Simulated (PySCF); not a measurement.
## C₆ coefficients of unlike pairs at UHF

Calculated with PySCF 2.14 from the dipole response of each species, C₆(A,B) = (3/π) ∫ α_A(iu) α_B(iu) du, in atomic units, from isotropic polarisabilities. For ions this is the dispersion term alone; charge-induced terms of lower order in 1/R come first.

```csv
species,configuration,basis,relativity,α (bohr³),C₆ (like pair)
As³⁺,[Ar] 3d10 4s2 (1S),aug-cc-pVQZ-PP with ECP10MDF (7s6p5d3f2g),core potential,7.722,24.32
Zr⁺,[Kr] 4d2 5s1 (4F),aug-cc-pwCVDZ-PP with ECP28MDF (6s6p5d3f),core potential,78.48,714.4
Ar²⁺,[Ne] 3s2 3p4 (3P),aug-cc-pVTZ-DK (6s5p3d2f),spin-free X2C,4.729,16.68
Nb²⁺,[Kr] 4d3 (4F),"x2c-TZVPPall with one added diffuse shell each of s, p, d, f type (9s7p7d3f1g)",spin-free X2C,10.24,53.22
```

**Question.** Estimate C₆ for Ar²⁺ with Zr⁺.

**Answer.** The integral gives 83.67. The combination rule 2 C_A C_B / (C_A α_B/α_A + C_B α_A/α_B) gives 74.51 and the geometric mean 109.2.

No spin-orbit coupling is included.

The other pairs:

```csv
pair,C₆
"Nb²⁺, As³⁺",35.48
"Zr⁺, As³⁺",116.1
"Ar²⁺, As³⁺",19.43
"Nb²⁺, Zr⁺",161.9
"Nb²⁺, Ar²⁺",29.59
```
